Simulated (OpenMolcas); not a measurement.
Ta: CASPT2 settings compared

```
Program             : OpenMolcas 26.06
Basis               : ANO-RCC-VQZP [9s8p6d4f3g2h]
Scalar Hamiltonian  : DKH4, point nucleus
Active space        : 5 electrons in 6 orbitals (5d 6s)
State averaging     : 2S+1 = 6 even, 5 roots; 2S+1 = 4 even, 42 roots; 2S+1 = 2 even, 35 roots
Spin-orbit coupling : RASSI with atomic mean-field integrals over the reference wave functions, term energies averaged over their components
```

Methods on the same reference wave functions:
A. CASSCF
B. SS-CASPT2, IPEA 0.2 Eh, real shift 0.1 Eh (closed shells correlated: 4f 5s 5p)
C. SS-CASPT2, IPEA 0.15 Eh, sigma1 regulariser 0.1 Eh (closed shells correlated: 5s 5p)
D. SS-CASPT2, IPEA 0.4 Eh, imaginary shift 0.4 Eh (closed shells correlated: none)
E. MS-CASPT2, IPEA 0.4 Eh, imaginary shift 0.4 Eh (closed shells correlated: none)
F. MS-CASPT2, IPEA 0.15 Eh, sigma1 regulariser 0.1 Eh (closed shells correlated: 5s 5p)

Energies in cm-1 above 5d3 6s2 4F 3/2, the measured ground level; measured values from NIST Handbook of Basic Atomic Spectroscopic Data.

```
                Level      A      B      C      D      E      F  Measured
       5d3 6s2 4F 3/2    0.0    0.0    0.0    0.0    0.0    0.0       0.0
       5d3 6s2 4F 5/2   1736   1801   1775   1731   1759   1795      2010
 5d4 6s 6D 1/2 [65 %]   2176   8970   9670   9320   9540  10270          
       5d3 6s2 4F 7/2   3446   3580   3560   3520   3610   3690      3964
 5d4 6s 6D 5/2 [56 %]   3951  10320  11090  10760  10970  11660          
5d3 6s2 4F 9/2 [69 %]   4719   4970   5010   4990   5170   5310      5621
        5d4 6s 6D 7/2   5179  10870  11740  11050  11230  12300          
5d3 6s2 4P 1/2 [72 %]   5687   4970   5170   5900   6120   5760      6049
5d3 6s2 4P 3/2 [61 %]   5767   5120   5300   6070   6290   5880      6069
        5d4 6s 6D 9/2   6513  11970  12800  12190  12290  13270          
5d3 6s2 4P 5/2 [55 %]   8238   8410   8650   9200   9420   9250          
       5d3 6s2 2G 7/2   9462   8890   9270   9610   9850   9870          
5d3 6s2 2P 1/2 [52 %]  12562  10580  10900  11480  11690  11500          
       5d3 6s2 2D 5/2  12603  12120  12500  13170  13390  13080          
5d3 6s2 2H 9/2 [58 %]  15691  14820  15260  15550  15770  15860          
      5d3 6s2 2H 11/2  15728  14600  15100  15380  15590  15690
```

Deviations, from unrounded energies. A percentage is the sum of absolute deviations over the sum of measured energies, with the sign that they share, or ± where signs differ.

```csv
Against measurement,Levels,A,B,C,D,E,F
mean absolute deviation (cm-1),5,470,660,580,300,270,260
fine structure of the ground term (%),3,-14.6,-10.8,-10.8,-11.7,-9.1,-6.9
other terms of the ground configuration (%),2,-5.5,-16.7,-13.6,±1.2,+2.4,-3.9
```

E, F lie about equally close to measurement and B furthest from it. The largest miss of F in the table is 5d3 6s2 4F 9/2 [69 %], by -310 cm-1. The ranking rests on the paired levels alone, and a cruder setting can come out closer through cancelling errors.

Among B to F the level of the table that moves most is 5d4 6s 6D 7/2, by 1400 cm-1 (lowest in B, highest in F). Moves below CASPT2's spread within the term are not significant.

The mean deviations of B to F differ by less than CASPT2's widest spread within a term (1600 cm-1), so their order carries little weight.

From A to B the spin-free energies of the other terms of 5d3 6s2 shown, above 4F, scale by factors of 0.73 to 1.21.

The lowest spin-free term lies below A's lowest term by 1.367 hartree in B, 0.371 hartree in C, 0.078 hartree in D, 0.079 hartree in E, 0.374 hartree in F.

Term energies are means over components that CASPT2 splits; among the terms shown or strongly mixed into the levels shown the widest spread is 1600 cm-1 (5d3 6s2 4F, F). Over all roots computed the reference weight is 0.86 to 0.91 in C, 0.86 to 0.91 in F; the roots of lowest weight are the least certain, and an intruder state may touch them. Configurations are named by rounded mean occupations; where the s occupation lies near a half they are strongly mixed, a name can repeat and a true partner stay unpaired. A single d shell beside an s shell can misplace configurations of different d count against each other. Without dynamic correlation excited terms often stand tens of per cent too high (terms of higher spin than the ground term too low), and those without a measured partner can miss by more than the paired ones (holds for A). Some terms miss by over 15 % even with CASPT2, which points to a basis or an active space too small for the shells correlated (holds for B). Computed and measured levels are paired by configuration, term and J; levels that our copy of the source lacks, or whose pairing is in doubt (as where it misses far off the trend of its configuration), stay unpaired and out of the deviations. Only configurations of the active space appear. Levels that lie high or do not pair safely by name in every column are left out.

A share in square brackets marks a mixed level and gives the weight of the term that names it, the lowest over the columns.
